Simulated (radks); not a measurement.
Values are calculated unless marked as measured or tabulated.
Charge is removed step by step from the 3d (averaged over the sub-levels emptied) level of the chromium ion Cr3+, starting from [Ar] 3d3. Level of theory: Dirac Kohn-Sham, LDA (Slater exchange, Perdew-Wang correlation), spin-unpolarised, spherical densities, finite nucleus; open shells are shared between the two j in proportion to 2j + 1; Fermi nuclear charge, rms radius 3.6452 fm (a radial shooting solver on a logarithmic mesh with Libxc functionals).

removed (e),E - E(0) (eV),eigenvalue (eV),E minus straight line (eV)
0,0.000,-39.396,0.000
0.25,10.407,-43.887,-1.752
0.5,21.957,-48.535,-2.361
0.75,34.687,-53.332,-1.789
1,48.635,-58.274,0.000

Removing the whole electron costs 48.635 eV by Delta-SCF, against 39.396 eV from minus the eigenvalue at the starting occupation. Slater's transition state (half an electron removed) gives 48.535 eV. Integrating minus the eigenvalue over the occupation (Janak's theorem) gives 48.635 eV. The mean slope of the eigenvalue, de/dn, is 18.9 eV per electron. Ionisation energy of Cr3+ in the NIST Atomic Spectra Database: 49.16 eV (semi-empirical).

Beside tabulated values, note that spin-unpolarised runs miss the spin-polarisation part of the exchange energy of open shells.
